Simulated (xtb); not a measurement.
C3H5NOSi, SMILES O[Si@H]1C=CN=C1. All values are semi-empirical tight-binding results from xtb (GFN2-xTB unless named), good for trends rather than for accurate numbers. Geometry: GFN2-xTB. The structure was generated by enumeration; whether it is a known compound was not checked. Other conformers were not sampled.

```
Item                                             Value
---------------------------------------  -------------
orbital gap                                    1.83 eV
dipole moment                                   1.90 D
zero-point energy                        46.3 kcal/mol
G − E(el) at 298.15 K (modified RRHO)    27.4 kcal/mol
static polarisability (D4 model)            71.8 bohr³
solvation energy, GFN2-xTB/ALPB(water)   -6.4 kcal/mol
solvation energy, GFN2-xTB/ALPB(ch2cl2)  -5.1 kcal/mol
```
